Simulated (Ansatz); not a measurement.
Geometry optimisation, RKS PBE0/6-31G* (Ansatz 0.2.0).

input.yaml

```yaml
crystal:
  periodic: [false, false, false]
  atoms:
    - { symbol: O, position_ang: [0.0947, 2.5054, 2.5439] }
    - { symbol: Si, position_ang: [-0.7342, 1.0969, 2.3636] }
    - { symbol: O, position_ang: [-0.143, 0.3303, 1.0287] }
    - { symbol: Si, position_ang: [-0.2779, -1.0667, 0.1975] }
    - { symbol: C, position_ang: [0.8436, -1.3464, -1.1972] }
    - { symbol: Si, position_ang: [0.4771, -0.0465, -2.4563] }
    - { symbol: H, position_ang: [0.6021, 2.8129, 1.7672] }
    - { symbol: H, position_ang: [-0.472, 0.2997, 3.5701] }
    - { symbol: H, position_ang: [-2.1707, 1.3641, 2.2092] }
    - { symbol: H, position_ang: [-1.7508, -1.1192, -0.259] }
    - { symbol: H, position_ang: [-0.2177, -2.2027, 1.1754] }
    - { symbol: H, position_ang: [0.7466, -2.3354, -1.583] }
    - { symbol: H, position_ang: [1.8241, -1.2285, -0.8387] }
    - { symbol: H, position_ang: [0.6496, 1.3265, -1.916] }
    - { symbol: H, position_ang: [1.4034, -0.2518, -3.597] }
    - { symbol: H, position_ang: [-0.8979, -0.1612, -2.9641] }
basis:
  gaussian: { orbitals: "6-31G*" }
hamiltonian:
  xc: pbe0
relax:
  f_tol: 0.02
  max_steps: 50
```

Command:

```bash
$ ansatz run input.yaml --threads 2 --pin off --max-ram 3072MiB --backend cpu --events-out ev --progress --plain --runs-dir out
```

Task: Where does it end, and by what steps?

Result: The run converged. After 32 steps the energy has fallen by 0.424 eV; O1 moved furthest, 1.41 Å.

```csv
step,energy less start (eV),largest force component (eV/Å),accepted
0,0.0000,2.623,yes
2,-0.3416,0.162,yes
4,-0.3578,0.269,yes
6,-0.3794,0.068,yes
8,-0.3837,0.078,yes
10,-0.3783,0.270,no
12,-0.3883,0.075,yes
14,-0.3908,0.089,yes
16,-0.3927,0.106,yes
18,-0.3947,0.073,yes
20,-0.3984,0.164,yes
22,-0.4051,0.071,yes
24,-0.4102,0.171,yes
26,-0.4185,0.095,yes
28,-0.4213,0.062,yes
30,-0.4231,0.045,yes
32,-0.4238,0.020,yes
```

```xyz
16
Properties=species:S:1:pos:R:3
O 0.796 1.712 1.605
Si -0.661 1.068 2.058
O -1.191 -0.071 0.987
Si -0.610 -1.466 0.300
C 0.791 -1.087 -0.885
Si 0.417 0.287 -2.115
H 0.789 2.233 0.792
H -0.404 0.458 3.384
H -1.727 2.101 2.110
H -1.736 -2.101 -0.434
H -0.138 -2.395 1.369
H 1.029 -2.004 -1.442
H 1.688 -0.815 -0.313
H 0.366 1.612 -1.426
H 1.468 0.375 -3.169
H -0.900 0.069 -2.777
```

Whether the end is a true minimum wasn't checked by a vibrational analysis.

Run time: 2.7 min on 2 threads of Intel(R) Xeon(R) Platinum 8559C (Emerald Rapids) (shared host), peak memory 0.34 GiB.
